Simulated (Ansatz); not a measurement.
The same germylene extrusion along the group C, Si, Ge.

Isolated molecules relaxed with PBE0-D4/def2-TZVP in Ansatz; ΔE leaves out vibrations. CCSD(T)/CBS is the MP2 limit (def2-TZVPP, def2-QZVPP) plus CCSD(T) − MP2 in def2-TZVPP, frozen cores. This one scheme is used for every species. Functionals use def2-TZVPP. For Ge outer-core shells are correlated without core-valence functions, which leaves a few kJ/mol of doubt a bond. Scalar relativity is left out up to krypton. Each species was taken in one conformer, which may not be the lowest.

```tsv
reaction	ωB97X-V (kJ/mol)	PBE0-D4 (kJ/mol)	CCSD(T)/CBS(def2) (kJ/mol)
`OCF` → `[CH]F` + H₂O	366	382	350
`O[SiH2]F` → `F[SiH]` + H₂O	323	317	313
`[OH][GeH2][F]` → `[F][GeH]` + H₂O	165	157	153
```

Largest T1 diagnostic: 0.018, for `[CH]F`.
